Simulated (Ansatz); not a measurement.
Species: sum formula BN₂H₄Br, net charge 0, singlet state. 
Coordinates optimised at B3LYP-D3(BJ)/def2-TZVP (Ansatz, a first-principles code):
```
B
N 1 1.4034
H 2 1.0035 1 122.24
H 2 1.0056 3 114.36 1 180.00
N 1 1.4034 2 125.10 3 -180.00
H 5 1.0035 1 122.24 2 180.00
H 5 1.0056 6 114.36 1 180.00
Br 1 1.9699 2 117.45 3 0.00
```
Charge 0, spin multiplicity 1.

Basis-set convergence of Hartree-Fock and CCSD correlation energies (hartree) with Ansatz. Cores are frozen in the correlated levels unless marked. Spin-orbit coupling is left out. The frozen core is the preceding noble-gas configuration, with the filled d and f shells of earlier blocks. No relativistic terms.

```csv
basis,functions,E(HF),"E(corr, CCSD)"
cc-pVDZ,89,-2708.44470,-0.57138
cc-pVTZ,189,-2708.56594,-0.71706
cc-pVQZ,353,-2708.57935,-0.76538
```

Extrapolating the two largest sets (X = 3 and 4) as X^-3: E(corr) = (64·(-0.76538) - 27·(-0.71706))/37 = -0.8006 Eh, an estimate of the basis-set limit. The largest set recovers 95.6 % of it, the smallest 71.4 %.
